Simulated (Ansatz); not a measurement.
Ansatz (a quantum-chemistry and plane-wave program) input (B3LYP-D3(BJ)/def2-TZVP):

Ansatz 0.2 input:
```yaml
crystal:
  periodic: [false, false, false]
  atoms:
    - {symbol: Si, position_ang: [-0.99755248, 0.45056812, 0.07845864]}
    - {symbol: C, position_ang: [0.41017114, -0.81994642, -0.02723761]}
    - {symbol: Br, position_ang: [-0.58917575, 1.82771050, 1.82092370]}
    - {symbol: Br, position_ang: [-0.95567086, 1.73135902, -1.77937804]}
    - {symbol: H, position_ang: [0.27796371, -1.47933630, -0.87966242]}
    - {symbol: H, position_ang: [0.45911974, -1.42754341, 0.87144433]}
    - {symbol: H, position_ang: [1.36283987, -0.30485888, -0.14105393]}
basis:
  gaussian:
    orbitals: def2-TZVP
hamiltonian:
  xc: b3lyp
  dispersion: d3bj
magnetization: {spin_polarized: true, initial_magnetization: 1}
relax: {f_tol: 0.002, max_steps: 150}
```

Output:

```
Functional definition: B3LYP
integrals: 0.13 GiB planned
1399 factors; their error is unknown
mean field: 1.70 GiB planned
mean field evaluation 1: about -149053.1382 eV, gradient 3.9e1 eV
mean field evaluation 2: about -149046.2081 eV, gradient 4.8e1 eV
mean field evaluation 4: about -149060.0059 eV, gradient 3.5e0 eV
mean field evaluation 8: about -149060.7740 eV, gradient 3.6e-1 eV
mean field evaluation 16: about -149060.7743 eV, gradient 8.6e-5 eV
mean field -149060.77426094 eV, -5477.8824170678 hartree, gradient 2.7e-5 eV, S^2 0.752189; 0 other end points of the search recorded, 0 dependent functions left out
the calculation of the forces begins
reference -149060.77452070 eV, -5477.8824266138 hartree; 47, 46 occupied and 135, 136 virtual orbitals, 1399 factors
relax step   1: F+E_penalty+E_count = -149061.19280824 eV  Δ(F+E_penalty+E_count) = +0.000e0 eV  max|allowed force component| = 4.424e-1 eV/Å  Δτ_max = 0.0000 Å  (31 SCF iters, accepted)
these checks for a lower state are left out or cut short: starts, cluster_reference, orbital_swaps, neighbouring_geometries, increment
integrals: 0.13 GiB planned
1399 factors; their error is unknown
mean field: 1.70 GiB planned
mean field -149060.79203862 eV, -5477.8830703855 hartree, gradient 1.3e-5 eV, S^2 0.752112; 0 other end points of the search recorded, 0 dependent functions left out
the calculation of the forces begins
reference -149060.79229856 eV, -5477.8830799380 hartree; 47, 46 occupied and 135, 136 virtual orbitals, 1399 factors
relax step   2: F+E_penalty+E_count = -149061.20968839 eV  Δ(F+E_penalty+E_count) = -1.688e-2 eV  max|allowed force component| = 1.227e-1 eV/Å  Δτ_max = 0.0561 Å  (33 SCF iters, accepted)
these checks for a lower state are left out or cut short: starts, cluster_reference, orbital_swaps, neighbouring_geometries, increment
integrals: 0.13 GiB planned
1399 factors; their error is unknown
mean field: 1.70 GiB planned
mean field evaluation 32: about -149060.7919 eV, gradient 1.6e-5 eV
mean field -149060.79186328 eV, -5477.8830639419 hartree, gradient 1.6e-5 eV, S^2 0.752090; 0 other end points of the search recorded, 0 dependent functions left out
the calculation of the forces begins
reference -149060.79212287 eV, -5477.8830734817 hartree; 47, 46 occupied and 135, 136 virtual orbitals, 1399 factors
relax step   3: F+E_penalty+E_count = -149061.21140975 eV  Δ(F+E_penalty+E_count) = -1.721e-3 eV  max|allowed force component| = 4.208e-2 eV/Å  Δτ_max = 0.0132 Å  (34 SCF iters, accepted)
these checks for a lower state are left out or cut short: starts, cluster_reference, orbital_swaps, neighbouring_geometries, increment
integrals: 0.13 GiB planned
1399 factors; their error is unknown
mean field: 1.70 GiB planned
mean field -149060.79222372 eV, -5477.8830771879 hartree, gradient 1.6e-5 eV, S^2 0.752086; 0 other end points of the search recorded, 0 dependent functions left out
the calculation of the forces begins
reference -149060.79248331 eV, -5477.8830867276 hartree; 47, 46 occupied and 135, 136 virtual orbitals, 1399 factors
relax step   4: F+E_penalty+E_count = -149061.21154893 eV  Δ(F+E_penalty+E_count) = -1.392e-4 eV  max|allowed force component| = 1.644e-2 eV/Å  Δτ_max = 0.0039 Å  (36 SCF iters, accepted)
these checks for a lower state are left out or cut short: starts, cluster_reference, orbital_swaps, neighbouring_geometries, increment
integrals: 0.13 GiB planned
1399 factors; their error is unknown
mean field: 1.70 GiB planned
mean field -149060.79236619 eV, -5477.8830824234 hartree, gradient 1.6e-5 eV, S^2 0.752085; 0 other end points of the search recorded, 0 dependent functions left out
the calculation of the forces begins
reference -149060.79262577 eV, -5477.8830919631 hartree; 47, 46 occupied and 135, 136 virtual orbitals, 1399 factors
relax step   5: F+E_penalty+E_count = -149061.21156934 eV  Δ(F+E_penalty+E_count) = -2.041e-5 eV  max|allowed force component| = 4.404e-3 eV/Å  Δτ_max = 0.0024 Å  (35 SCF iters, accepted)
these checks for a lower state are left out or cut short: starts, cluster_reference, orbital_swaps, neighbouring_geometries, increment
integrals: 0.13 GiB planned
1399 factors; their error is unknown
mean field: 1.70 GiB planned
mean field -149060.79239659 eV, -5477.8830835407 hartree, gradient 1.6e-5 eV, S^2 0.752084; 0 other end points of the search recorded, 0 dependent functions left out
the calculation of the forces begins
reference -149060.79265618 eV, -5477.8830930803 hartree; 47, 46 occupied and 135, 136 virtual orbitals, 1399 factors
relax step   6: F+E_penalty+E_count = -149061.21156941 eV  Δ(F+E_penalty+E_count) = -7.148e-8 eV  max|allowed force component| = 5.421e-3 eV/Å  Δτ_max = 0.0014 Å  (36 SCF iters, accepted)
these checks for a lower state are left out or cut short: starts, cluster_reference, orbital_swaps, neighbouring_geometries, increment
integrals: 0.13 GiB planned
1399 factors; their error is unknown
mean field: 1.70 GiB planned
mean field -149060.79240826 eV, -5477.8830839695 hartree, gradient 1.6e-5 eV, S^2 0.752085; 0 other end points of the search recorded, 0 dependent functions left out
the calculation of the forces begins
reference -149060.79266785 eV, -5477.8830935092 hartree; 47, 46 occupied and 135, 136 virtual orbitals, 1399 factors
relax step   7: F+E_penalty+E_count = -149061.21157172 eV  Δ(F+E_penalty+E_count) = -2.309e-6 eV  max|allowed force component| = 4.335e-4 eV/Å  Δτ_max = 0.0004 Å  (35 SCF iters, accepted)
integrals: 0.13 GiB planned
1399 factors; their error is unknown
mean field: 1.70 GiB planned
mean field evaluation 64: about -149060.7924 eV, gradient 1.7e-4 eV
mean field -149060.79240826 eV, -5477.8830839695 hartree, gradient 1.6e-5 eV, S^2 0.752085; 1 other end points of the search recorded, 0 dependent functions left out
the calculation of the forces begins
reference -149060.79266785 eV, -5477.8830935092 hartree; 47, 46 occupied and 135, 136 virtual orbitals, 1399 factors
Total energy: -149061.21183131 eV, -5477.8984974824 hartree
Atom 0 at    -0.961084     0.464087     0.076337 Å, force    -0.000018     0.000057     0.000178 eV/Å
Atom 1 at     0.413878    -0.807060    -0.028416 Å, force     0.000139    -0.000434    -0.000080 eV/Å
Atom 2 at    -0.586742     1.791401     1.849127 Å, force     0.000016     0.000062    -0.000063 eV/Å
Atom 3 at    -0.958767     1.690290    -1.805435 Å, force    -0.000033    -0.000032    -0.000045 eV/Å
Atom 4 at     0.253418    -1.457751    -0.888633 Å, force    -0.000024     0.000142    -0.000071 eV/Å
Atom 5 at     0.434847    -1.407329     0.881722 Å, force    -0.000117     0.000038    -0.000031 eV/Å
Atom 6 at     1.372146    -0.295686    -0.141208 Å, force     0.000036     0.000167     0.000112 eV/Å
Dipole moment:     0.137352    -0.404182    -0.002815 e Å
```

It need not be the lowest isomer of its formula.
